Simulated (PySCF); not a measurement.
Radial density of S (sulfur, neutral)

M06-L, [Ne] 3s2 3p4, high-spin 3P determinant. Calculation: PySCF 2.14, in cc-pV(D+d)Z; no relativity, point nucleus.

```tsv
r (bohr)	4πr²ρ (e/bohr)	4πr²(ρα − ρβ)
0.00136	0.05937	0.0000
0.00229	0.1635	0.0000
0.00385	0.4391	0.0001
0.00648	1.144	0.0002
0.0109	2.808	0.0004
0.0183	6.275	0.0010
0.0308	11.94	0.0027
0.0518	17.48	0.0094
0.0872	17.14	0.0365
0.147	12.27	0.1201
0.247	15.18	0.2237
0.415	16.45	0.1135
0.698	5.794	0.0610
1.17	3.151	0.8651
1.97	2.911	0.9906
3.32	0.5895	0.2100
5.59	0.01092	0.0045
```
